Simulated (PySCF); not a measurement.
Atoms are numbered as in `[SiH3:1][SiH2:2][CH:3]=[C:4]([Cl:5])[Cl:6]`. Hydrogens are named by the atom that carries them.

Geometry: PBE0-D3(BJ)/def2-SVP; GIAO shifts from PySCF, gas phase, non-relativistic, averaged over equivalent atoms.

At LDA/pcSseg-1 (160 basis functions, 20 s wall time on 1 thread of an Arm Neoverse V1, shared host):
```csv
atoms,δ (ppm)
Si2,-87.7
Si1,-116.5
C4,158.5
C3,129.3
Cl6,450.6
Cl5,437.5
H(C3),6.02
H(Si2),4.46
H(Si1),3.84
```

Scale: TMS for $^{29}$Si (σref 318.36) and $^{13}$C (σref 180.72) and $^{1}$H (σref 30.83); HCl for $^{35}$Cl (σref 944.99) (reference shieldings calculated alike).

**Question.** What do these become at BLYP/pcSseg-1?

**Answer.** 
```json
{"atoms": "Si2", "δ at BLYP/pcSseg-1": "-81.1", "change": "+6.6"}
{"atoms": "Si1", "δ at BLYP/pcSseg-1": "-104.7", "change": "+11.8"}
{"atoms": "C4", "δ at BLYP/pcSseg-1": "156.7", "change": "-1.8"}
{"atoms": "C3", "δ at BLYP/pcSseg-1": "125.0", "change": "-4.3"}
{"atoms": "Cl6", "δ at BLYP/pcSseg-1": "421.4", "change": "-29.2"}
{"atoms": "Cl5", "δ at BLYP/pcSseg-1": "400.9", "change": "-36.6"}
{"atoms": "H(C3)", "δ at BLYP/pcSseg-1": "5.83", "change": "-0.19"}
{"atoms": "H(Si2)", "δ at BLYP/pcSseg-1": "4.12", "change": "-0.34"}
{"atoms": "H(Si1)", "δ at BLYP/pcSseg-1": "3.60", "change": "-0.24"}
```

Shifts are taken against calculated references (same method and geometry level): $^{29}$Si (323.46 ppm), $^{13}$C (175.31 ppm), $^{1}$H (31.36 ppm) against TMS; $^{35}$Cl (920.86 ppm) vs HCl.

The largest change is at Cl5 (chlorine bonded to C). Cost: 160 basis functions, 24 s wall time on 1 thread of an Arm Neoverse V1, shared host.

Carbons that carry Cl, above all several Cl atoms, come out too deshielded, partly because spin–orbit coupling is missing.
